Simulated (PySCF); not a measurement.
hydroxyl radical (HO), SMILES [OH], multiplicity 2. Atoms are numbered in the order given.

```xyz
2

O      0.0000     0.0000    -0.1085
H      0.0000     0.0000     0.8683
```
Charge 0, spin multiplicity 2.

Coordinates come from a B3LYP-D3(BJ)/def2-TZVPD optimisation.

The numbers are results of B3LYP/def2-TZVPD (PySCF), not measurements.

Mulliken values depend strongly on the basis, most of all with diffuse functions as here. ESP charges are fitted to the potential on shells at 1.4 to 2.0 van der Waals radii. Atomic charges (e):

```json
[
 {"atom": "O1", "Mulliken": "-0.31", "ESP fit": "-0.36", "meta-Löwdin": "-0.35", "Mulliken spin": "1.03"},
 {"atom": "H2", "Mulliken": "0.31", "ESP fit": "0.36", "meta-Löwdin": "0.35", "Mulliken spin": "-0.03"}
]
```
